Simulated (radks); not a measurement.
Isoelectronic series with 45 electrons, each ion in its NIST ground configuration. All-electron calculation, scalar-relativistic Kohn-Sham, PBE, spin-polarised, spherical densities, point nucleus; open shells are filled with parallel spins first (spin-orbit coupling, left out, can overturn this in heavy ions). Program: a radial shooting solver on a logarithmic mesh with Libxc functionals. Total energies (hartree) and mean radii <r> (bohr):

| ion | configuration | E (hartree) | 4d down | 4d up | 4p down |
|---|---|---|---|---|---|
| Rh | [Kr] 4d8 5s1 | -4784.15449 | 1.598 | 1.589 | 1.081 |
| Pd+ | [Kr] 4d9 | -5045.56258 | 1.467 | 1.456 | 1.040 |
| Ag2+ | [Kr] 4d9 | -5314.94388 | 1.312 | 1.307 | 0.9950 |
| Cd3+ | [Kr] 4d9 | -5592.29425 | 1.199 | 1.196 | 0.9522 |
| In4+ | [Kr] 4d9 | -5877.62693 | 1.110 | 1.108 | 0.9122 |
| Sn5+ | [Kr] 4d9 | -6170.96496 | 1.037 | 1.035 | 0.8751 |
| Sb6+ | [Kr] 4d9 | -6472.33782 | 0.9754 | 0.9739 | 0.8406 |
| Te7+ | [Kr] 4d9 | -6781.77969 | 0.9222 | 0.9209 | 0.8086 |
| I8+ | [Kr] 4d9 | -7099.32844 | 0.8755 | 0.8745 | 0.7789 |
| Xe9+ | [Kr] 4d9 | -7425.02512 | 0.8341 | 0.8332 | 0.7513 |
| Cs10+ | [Kr] 4d9 | -7758.9135 | 0.7970 | 0.7963 | 0.7256 |
| Ba11+ | [Kr] 4d9 | -8101.0401 | 0.7636 | 0.7629 | 0.7015 |
| La12+ | [Kr] 4d9 | -8451.4536 | 0.7331 | 0.7325 | 0.6790 |
| Ce13+ | [Kr] 4d9 | -8810.2053 | 0.7052 | 0.7047 | 0.6579 |
| Pr14+ | [Kr] 4d9 | -9177.3485 | 0.6796 | 0.6791 | 0.6381 |
| Nd15+ | [Kr] 4d9 | -9552.9391 | 0.6560 | 0.6555 | 0.6194 |
| Pm16+ | [Kr] 4d9 | -9937.0350 | 0.6340 | 0.6336 | 0.6018 |
| Sm17+ | [Kr] 4d9 | -10329.6967 | 0.6136 | 0.6132 | 0.5852 |
| Eu18+ | [Kr] 4d9 | -10730.9868 | 0.5946 | 0.5942 | 0.5694 |
| Gd19+ | [Kr] 4d9 | -11140.9704 | 0.5768 | 0.5764 | 0.5545 |
| Tb20+ | [Kr] 4d9 | -11559.7150 | 0.5600 | 0.5597 | 0.5403 |
